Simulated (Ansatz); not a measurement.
Name a neutral molecule of C, F, O and H with HOMO–LUMO gap (PBE0/def2-TZVPP) between 12.60 and 12.90 eV and LUMO energy (PBE0/def2-TZVPP) between 1.45 and 1.75 eV (Ansatz, PBE0-D4/def2-TZVP geometry).

`FC(F)OC(F)(F)F` (12.62 eV, 1.70 eV). Other molecules can fit too; these were computed, each in one conformer that needn't be the lowest.
